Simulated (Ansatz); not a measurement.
Start from `[CH3][GaH][F]` and change one element to get `[F][GaH][SiH3]`.

Ansatz, PBE0-D4/def2-TZVP geometries, multiplicity 1. 

Scalar relativity is left out up to krypton.

| property | `[CH3][GaH][F]` |
| --- | --- |
| LUMO energy (PBE0/def2-TZVPP) / eV | -1.11 |
| HOMO–LUMO gap (B3LYP/def2-TZVPP) / eV | 6.80 |
| LUMO energy (B3LYP/def2-TZVPP) / eV | -1.43 |
| HOMO energy (PBE0/def2-TZVPP) / eV | -8.44 |
| HOMO–LUMO gap (PBE0/def2-TZVPP) / eV | 7.32 |
| HOMO energy (B3LYP/def2-TZVPP) / eV | -8.22 |

Question: What does the change do to each property? (An estimate is asked.)

Answer: Ansatz gave: 
```json
{"property": "LUMO energy (PBE0/def2-TZVPP) / eV", "`[F][GaH][SiH3]`": "-1.96", "shift": "-0.85"}
{"property": "HOMO–LUMO gap (B3LYP/def2-TZVPP) / eV", "`[F][GaH][SiH3]`": "5.62", "shift": "-1.18"}
{"property": "LUMO energy (B3LYP/def2-TZVPP) / eV", "`[F][GaH][SiH3]`": "-2.22", "shift": "-0.79"}
{"property": "HOMO energy (PBE0/def2-TZVPP) / eV", "`[F][GaH][SiH3]`": "-8.03", "shift": "0.41"}
{"property": "HOMO–LUMO gap (PBE0/def2-TZVPP) / eV", "`[F][GaH][SiH3]`": "6.07", "shift": "-1.25"}
{"property": "HOMO energy (B3LYP/def2-TZVPP) / eV", "`[F][GaH][SiH3]`": "-7.84", "shift": "0.38"}
```

With PBE0 the HOMO rises by 0.41 eV and the LUMO falls by 0.85 eV, so the gap narrows by about 1.26 eV. PBE moves the HOMO by 0.22 eV and ωB97M-V by 0.59 eV.

B3LYP here is the variant with VWN-RPA as its local correlation; programs differ in this.
